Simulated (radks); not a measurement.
The numbers below are computed, except where a source is named.
Q: These are the eigenvalues of the occupied orbitals of an atom or ion with whole-number occupations (eV). Code: a radial shooting solver on a logarithmic mesh with Libxc functionals. Model: scalar-relativistic Kohn-Sham, PBEsol, spin-polarised, spherical densities, finite nucleus; Fermi nuclear charge, rms radius of each element as measured or else 0.836 A^(1/3) + 0.57 fm.

| orbital | eigenvalue |
|---|---|
| 1s down | -80720.65 |
| 1s up | -80720.65 |
| 2s down | -14249.95 |
| 2s up | -14249.95 |
| 2p down | -12326.16 |
| 2p up | -12326.16 |
| 3s down | -3369.026 |
| 3s up | -3369.026 |
| 3p down | -2810.727 |
| 3p up | -2810.727 |
| 3d down | -2212.818 |
| 3d up | -2212.818 |
| 4s down | -736.8059 |
| 4s up | -736.8059 |
| 4p down | -553.6357 |
| 4p up | -553.6357 |
| 4d down | -333.3817 |
| 4d up | -333.3817 |
| 5s down | -116.0284 |
| 5s up | -116.0282 |
| 4f down | -88.8225 |
| 4f up | -88.8224 |
| 5p down | -67.5315 |
| 5p up | -67.5313 |
| 5d up | -14.5172 |
| 5d down | -14.5169 |
| 7f up | -0.3054 |

Which element is it, and in what charge state? The configuration may be excited. Open shells, if any, are filled with parallel spins first.

A: Z = 79, gold, charge 0: Au in [Xe] 4f14 5d10 7f1. The list shows which subshells hold electrons but not how many an open one holds; the 1s level, -2966.4 hartree, gives Z - s = 77.0 by -(Z - s)^2/2, which with screening and relativity narrows Z to a few neighbours, and the depths of the outer levels then fix element, charge and occupations together.
